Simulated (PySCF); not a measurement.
CH₆FNO₂Si, SMILES CO[Si](N)(O)F.

Geometry: PBE0-D3(BJ)/def2-SVP. The structure was generated by enumeration, and PubChem lists no compound with its InChIKey, so it may never have been made. Other conformers were not sampled.

These are PySCF 2.14.0 with PBE0-D3(BJ)/def2-SVP values and carry that method's errors.

Frequencies are harmonic and unscaled.

Computed normal modes with their intensities:
| mode | ν (cm⁻¹) | IR (km/mol) | Raman (Å⁴/amu) | depolarisation | moving atoms (share of kinetic energy) |
|---|---|---|---|---|---|
| 1 | 73 | 5.0 | 0.3 | 0.72 | C 26 %, H 25 %, F 21 %, O 16 %, N 9 % |
| 2 | 101 | 0.7 | 0.2 | 0.57 | H 93 % |
| 3 | 142 | 8.4 | 1.2 | 0.75 | H 50 %, N 17 %, O 14 %, C 12 % |
| 4 | 160 | 5.1 | 1.5 | 0.74 | H 43 %, O 20 %, C 19 %, F 12 % |
| 5 | 224 | 43.6 | 0.9 | 0.66 | H 42 %, O 28 %, N 13 %, F 10 % |
| 6 | 294 | 14.0 | 0.3 | 0.73 | H 40 %, N 20 %, F 19 %, O 11 %, Si 9 % |
| 7 | 310 | 13.3 | 0.7 | 0.74 | H 43 %, O 29 %, F 20 % |
| 8 | 331 | 99.1 | 2.1 | 0.65 | H 69 %, O 11 % |
| 9 | 372 | 45.4 | 0.8 | 0.73 | O 25 %, H 23 %, N 20 %, Si 15 %, F 14 % |
| 10 | 377 | 142.9 | 0.4 | 0.74 | H 45 %, O 33 %, F 9 % |
| 11 | 419 | 63.7 | 1.6 | 0.61 | O 44 %, Si 22 %, N 14 %, F 9 % |
| 12 | 722 | 16.8 | 10.4 | 0.04 | O 46 %, N 16 %, F 14 %, C 10 %, H 9 % |
| 13 | 790 | 2.5 | 1.0 | 0.61 | H 62 %, F 18 %, N 17 % |
| 14 | 824 | 134.0 | 2.7 | 0.62 | H 76 %, N 13 %, O 9 % |
| 15 | 908 | 256.8 | 0.6 | 0.72 | Si 43 %, O 32 %, H 10 % |
| 16 | 955 | 217.5 | 1.3 | 0.41 | Si 47 %, F 20 %, N 19 %, H 11 % |
| 17 | 1008 | 191.6 | 1.4 | 0.73 | Si 50 %, O 24 %, H 13 %, N 9 % |
| 18 | 1175 | 120.2 | 2.8 | 0.73 | H 46 %, C 28 %, O 25 % |
| 19 | 1183 | 8.3 | 2.5 | 0.68 | H 74 %, C 19 % |
| 20 | 1229 | 189.9 | 2.0 | 0.74 | O 39 %, H 32 %, C 27 % |
| 21 | 1470 | 1.8 | 10.8 | 0.75 | H 91 % |
| 22 | 1477 | 3.3 | 15.2 | 0.70 | H 93 % |
| 23 | 1482 | 6.1 | 16.4 | 0.74 | H 96 % |
| 24 | 1535 | 73.0 | 5.2 | 0.73 | H 88 %, N 12 % |
| 25 | 3026 | 58.8 | 134.5 | 0.01 | H 97 % |
| 26 | 3110 | 29.5 | 62.2 | 0.73 | H 90 %, C 10 % |
| 27 | 3141 | 26.5 | 91.7 | 0.64 | H 90 %, C 10 % |
| 28 | 3636 | 48.8 | 96.7 | 0.11 | H 96 % |
| 29 | 3738 | 56.1 | 56.3 | 0.75 | H 91 %, N 9 % |
| 30 | 3928 | 104.4 | 91.6 | 0.28 | H 94 % |
